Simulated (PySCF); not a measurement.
# Spinor energies of Tm²⁺ (thulium, charge +2)

Start: [Xe] 4f13; 4f5/2 filled at m_j = -5/2, -3/2, -1/2, +1/2, +3/2, +5/2; 4f7/2 filled at m_j = -5/2, -3/2, -1/2, +1/2, +3/2, +5/2, +7/2. Calculated with PySCF 2.14 in x2c-TZVPPall-2c (11s11p10d4f2g, 140 functions): generalised Hartree-Fock with the X2C-1e Hamiltonian and a Gaussian nucleus; one run each with spin-orbit coupling (SO) switched off, then screened by Boettger's factors.

| spinor shell | electrons | ε, spin-free (eV) | ε, screened SO (eV) | weight of nominal j (screened SO) | rms radius, screened SO (bohr) |
| --- | --- | --- | --- | --- | --- |
| 1s1/2 | 2 | -59707.1 | -59693.0 | 1.000 | 0.0227 |
| 2s1/2 | 2 | -10215.7 | -10211.4 | 1.000 | 0.0917 |
| 2p1/2 | 2 | -9019.4 | -9714.9 | 1.000 | 0.0783 |
| 2p3/2 | 4 | -9019.4 | -8729.4 | 1.000 | 0.0852 |
| 3s1/2 | 2 | -2362.2 | -2360.8 | 1.000 | 0.235 |
| 3p1/2 | 2 | -1993.1 | -2142.5 | 1.000 | 0.227 |
| 3p3/2 | 4 | -1993.1 | -1930.0 | 1.000 | 0.241 |
| 3d3/2 | 4 | -1534.4 | -1561.7 | 1.000 | 0.214 |
| 3d5/2 | 6 | -1534.4 | -1515.2 | 1.000 | 0.218 |
| 4s1/2 | 2 | -503.65 | -503.31 | 1.000 | 0.530 |
| 4p1/2 | 2 | -379.96 | -414.40 | 0.999 | 0.542 |
| 4p3/2 | 4 | -379.96 | -365.38 | 1.000 | 0.574 |
| 4d3/2 | 4 | -212.48 | -218.77 | 0.993 | 0.612 |
| 4d5/2 | 6 | -212.48 | -208.09 | 0.996 | 0.624 |
| 5s1/2 | 2 | -78.670 | -78.630 | 1.000 | 1.34 |
| 5p1/2 | 2 | -47.441 | -51.919 | 0.993 | 1.50 |
| 5p3/2 | 4 | -47.441 | -45.582 | 0.996 | 1.62 |
| 4f5/2 | 6 | -27.841 | -28.943 | 0.946 | 0.868 |
| 4f7/2 | 7 | -27.841 | -26.799 | 0.954 | 0.894 |

```
   quantity     spin-free   screened SO
E (hartree)  -13556.66584  -13568.64508
        M_J           7/2           7/2
       ⟨J²⟩        15.760        15.760
       ⟨L²⟩        12.009        12.108
       ⟨S²⟩         0.751         0.849
```

Each row is a mean over spinors that exchange with the open shell spreads, by up to 9.486 eV (4d5/2).

Breit and QED terms are absent; they matter most for the inner s and p1/2 levels.

Densities and radii are taken from the X2C orbitals without a picture-change correction, which distorts them close to the nucleus.

Without spin-orbit coupling the j labels of p, d and f shells carry no meaning; the spin-free column gives the mean over the occupied spinors of each nl shell.
